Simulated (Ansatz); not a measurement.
AlFH4Si2 (`F[SiH]1[AlH][SiH2]1`) at its PBE0-D4/def2-TZVP geometry, where that method's forces vanish. The species carries charge 0 and has multiplicity 1.

```xyz
8

F     0.7227    2.1003    1.3707
Si   -0.3066    1.0931    0.6523
Al   -0.3217   -1.3158    0.6418
Si    0.0053   -0.0429   -1.3025
H    -1.6272    1.7709    0.6950
H    -0.1357   -2.7752    1.2254
H     0.5515    0.0995   -2.6876
H     1.1116   -0.9298   -0.5950
```

**Question.** What forces (eV/Å) does PBE-D4/def2-TZVPP give on these atoms in Ansatz 0.2.0? (Best estimate.)

**Answer.** Computed: 
```
F1   0.401  0.392  0.281
Si2 -0.239 -0.295 -0.150
Al3 -0.081 -0.036  0.092
Si4 -0.134  0.071 -0.087
H5  -0.169  0.068 -0.009
H6   0.037 -0.133  0.047
H7   0.094  0.008 -0.184
H8   0.091 -0.074  0.010
```
